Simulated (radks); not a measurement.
The numbers below are computed, except where a source is named.
Species: Tm L. Configuration: [Ar] 3d2. Code: a radial shooting solver on a logarithmic mesh with Libxc functionals. Model: scalar-relativistic Kohn-Sham, PBE, spin-unpolarised, spherical densities, point nucleus. Some entries of the table are withheld. Estimate them.

orbital,occ.,eigenvalue (eV),r(max) (bohr),<r^2> (bohr^2)
1s,2,(1),(2),(3)
2s,2,-13094.56,0.07165,0.008377
2p,6,-11940.35,0.05832,0.006808
3s,2,-4947.641,(4),0.04919
3p,6,-4599.137,0.1909,0.04814
3d,2,-4237.936,0.1525,0.03788

Answer. 
(1) 1s eigenvalue (eV): -62459.98
(2) 1s r(max) (bohr): 0.01261
(3) 1s <r^2> (bohr^2): 0.0005482
(4) 3s r(max) (bohr): 0.1956
